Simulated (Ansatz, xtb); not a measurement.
## Two isomers of ClFH2NSbSi+

Structure I is the doublet with the links of `F[Si@H](Cl)[NH+]=[Sb]` and structure II is the doublet with the links of `[NH2+]=[Si](F)[Sb][Cl]`. Both are isolated ions in the gas phase, relaxed with PBE0-D3(BJ)/def2-SVP; the shapes shown needn't be the lowest conformers.

I (Å):

```yaml
atoms:
  - { symbol: Cl, position_ang: [-2.4127, -1.5784, 2.0509] }
  - { symbol: F, position_ang: [-2.5544, -2.1335, -0.9010] }
  - { symbol: N, position_ang: [-0.4699, -0.7610, -0.2036] }
  - { symbol: Sb, position_ang: [-0.7451, 0.2743, -1.8507] }
  - { symbol: Si, position_ang: [-1.5157, -2.1164, 0.3325] }
  - { symbol: H, position_ang: [-0.7504, -3.3676, 0.4206] }
  - { symbol: H, position_ang: [0.3026, -0.4788, 0.4096] }
```

II (Å):

```xyz
7

Cl    1.3089    0.4130    1.5831
F    -3.2854   -1.2466    1.4146
N    -0.8970   -2.1291    2.3148
Sb   -0.7137    1.3053    0.7508
Si   -1.7372   -0.9109    1.5748
H     0.1049   -2.0643    2.4896
H    -1.3175   -3.0014    2.6355
```

Task: Which of the two would you expect CCSD(T)/def2-SVP + ΔMP2/def2-TZVPP electronic energies to favour?

Result: Structure I; the calculation gives E(II) − E(I) = +17.7 kJ/mol.

Level by level:

```json
{"level": "PBE0-D3(BJ)/def2-SVP", "geometry": "PBE0-D3(BJ)/def2-SVP", "E(II) − E(I) (kJ/mol)": "−12.8", "departure from the last row (kJ/mol)": "−30.6", "job, with rough time for the two": "optimisation, 2.6 min"}
{"level": "HF/def2-SVP", "geometry": "PBE0-D3(BJ)/def2-SVP", "E(II) − E(I) (kJ/mol)": "+23.1", "departure from the last row (kJ/mol)": "+5.4", "job, with rough time for the two": "part of the CCSD(T) run"}
{"level": "MP2/def2-SVP", "geometry": "PBE0-D3(BJ)/def2-SVP", "E(II) − E(I) (kJ/mol)": "+34.6", "departure from the last row (kJ/mol)": "+16.9", "job, with rough time for the two": "part of the CCSD(T) run"}
{"level": "CCSD(T)/def2-SVP", "geometry": "PBE0-D3(BJ)/def2-SVP", "E(II) − E(I) (kJ/mol)": "+30.3", "departure from the last row (kJ/mol)": "+12.6", "job, with rough time for the two": "single point"}
{"level": "CCSD(T)/def2-SVP + ΔMP2/def2-TZVPP", "geometry": "PBE0-D3(BJ)/def2-SVP", "E(II) − E(I) (kJ/mol)": "+17.7", "departure from the last row (kJ/mol)": "", "job, with rough time for the two": "single point, 2.2 min"}
```

As drawn, II has 1 N=Si, 1 Sb–Si, 1 Cl–Sb, 1 N–H in place of 1 Cl–Si, 1 N–Si, 1 N=Sb, 1 Si–H.

PBE0-D3(BJ)/def2-SVP puts the two in the other order. The largest departure from CCSD(T)/def2-SVP + ΔMP2/def2-TZVPP is that of PBE0-D3(BJ)/def2-SVP, 30.6 kJ/mol. Levels run at GFN2-xTB geometries aren't shown. The last row adds to CCSD(T) the change of the MP2 difference between the two basis sets, here −12.6 kJ/mol, a large step that makes the value less sure.

With harmonic frequencies from PBE0-D3(BJ)/def2-SVP (ideal gas, rigid rotor, one conformer each, 298.15 K, 1 atm): on the last row, ΔE + ΔZPE = +23.1 kJ/mol. A mode under 50 cm⁻¹ makes harmonic enthalpies and free energies unreliable, so none is given.

Open shells are spin-unrestricted. The correlated steps freeze 16 core orbitals; the filled d shell of Sb is correlated, in a basis made for valence electrons. Atoms past krypton carry core potentials in the def2 sets and no spin–orbit term is included. Codes used: Ansatz 0.2.0; the last row on 2 threads of Intel(R) Xeon(R) Platinum 8259CL CPU @ 2.50GHz (Skylake/Cascade Lake) on a shared host.
